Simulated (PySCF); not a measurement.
Point-charge models of `F[SiH](F)F` against its computed dipole.

Coordinates (GFN2-xTB, Å) and charges (e) from the PBE0/pcSseg-1 density (PySCF):

```tsv
atom	x	y	z	Mulliken	IAO	Hirshfeld	ESP-fitted
F1	-0.445	1.348	-0.620	-0.3998	-0.5176	-0.1896	-0.3051
Si2	-0.010	0.002	0.085	+1.3364	+1.7152	+0.6090	+1.0170
F3	-0.820	-1.137	-0.652	-0.3999	-0.5178	-0.1896	-0.3053
F4	1.498	-0.223	-0.329	-0.3997	-0.5175	-0.1893	-0.3046
H5	-0.214	0.014	1.498	-0.1369	-0.1623	-0.0406	-0.1021
```

Question: Form Σ q r in debye for every column and set it beside the full dipole.

Answer: The full density gives (-0.28, 0.02, 1.98) D, 2.00 D in size; dipole vectors point from the negative to the positive end.

```json
{"scheme": "Mulliken", "μx": "-0.37", "μy": "0.03", "μz": "2.63", "size (D)": "2.66", "share of the full size (%)": "133", "angle to the full dipole (°)": "0"}
{"scheme": "IAO", "μx": "-0.49", "μy": "0.04", "μz": "3.51", "size (D)": "3.55", "share of the full size (%)": "177", "angle to the full dipole (°)": "0"}
{"scheme": "Hirshfeld", "μx": "-0.20", "μy": "0.01", "μz": "1.41", "size (D)": "1.43", "share of the full size (%)": "71", "angle to the full dipole (°)": "0"}
{"scheme": "ESP-fitted", "μx": "-0.28", "μy": "0.02", "μz": "2.03", "size (D)": "2.04", "share of the full size (%)": "102", "angle to the full dipole (°)": "0"}
```

Question: Which set comes closest?

Answer: Length of the difference vector: ESP-fitted 0.05 D, Hirshfeld 0.57 D, Mulliken 0.66 D, IAO 1.55 D. Closest: ESP-fitted. The schemes that divide the density aren't constrained to reproduce the dipole.

Question: What is left for the Hirshfeld atoms' own dipoles?

Answer: The Hirshfeld atoms' densities add up to the full density, so μ = Σ q r + Σ (atomic dipoles). The atomic dipoles sum to (-0.28, 0.02, 1.98) − (-0.20, 0.01, 1.41) = (-0.08, 0.01, 0.57) D, 0.57 D in size.

Question: With the origin at the mean of the coordinates, (0.002, 0.001, -0.003) Å, which are the largest single terms, by size, of the ESP-fitted dipole along the direction of the full one?

Answer: F3 +0.80, F1 +0.78, F4 +0.78, H5 -0.74, Si2 +0.44 D; all 5 atoms together +2.04 D. The single terms depend on the origin, their sum doesn't.

Question: Give the size of the full dipole in other units.

Answer: 2.00 D = 0.786 au = 0.416 e·Å = 6.66 × 10⁻³⁰ C·m.

Isolated species at its GFN2-xTB geometry, gas phase.

The run behind these numbers computed NMR shieldings as well. On one thread of an x86-64 server (shared host), this took 3.5 s wall.
